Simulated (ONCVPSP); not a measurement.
## Ti (Z = 22), ONCV: configuration errors across variants

ONCVPSP 4.0.1 input, shortened (lines: element, Z, core and valence counts, functional; n l f; lmax; l rc ep ncon nbas qcut; lloc lpopt rc5 dvloc0; l nproj debl; icmod fcfact rcfact), PBEsol, scalar-relativistic:

```
  Ti 22.00    5    2  -116133      upf
    1    0    2.00
    2    0    2.00
    2    1    6.00
    3    0    2.00
    3    1    6.00
    3    2    2.00
    4    0    1.50
    2
    0    2.55    0.00    4    9    2.10
    1    2.20    0.13    4    8    4.10
    2    2.40    0.00    5    9    7.10
    1    5    2.20    0.00
    0    2    3.10
    1    0    3.40
    2    2    2.60
    1    0.45    0.00
```

All-electron excitation energies from the reference (eV): (1) 3d2 4s2 -2.944; (2) 3d2 4s1 4.415; (3) 3d2 4s0 17.887; (4) 3d2 4s0 4p2 3.362.

3 further variants failed, have other tests or another functional or relativity, and are left out.

Errors AE − PS in meV (a dash: test not solved or not reliable):

```csv
change,(1),(2),(3),(4),bound ghosts,GHOST(+) flags above zero
base,-0.2,-1.3,-22,+55,none,s
core correction none,-0.6,-0.5,+94,+75,none,s
"p: nproj 1; local potential polynomial inside 1.40 bohr (lpopt 5, dvloc0 4 Ha)",0.0,-1.1,-19,+76,none,s
"core correction polynomial model core, fcfact 0.94",-0.3,-1.5,-26,+54,none,s
"s: ncon 3, nbas 8",-0.6,-0.9,-23,+54,none,s
p: rc 2.06,-0.1,-1.2,-21,+67,none,s
```

Give the same row for: s: qcut 2.7.

-0.3, -1.4, -22, +57; bound ghosts: none; GHOST(+) flags above zero: s.
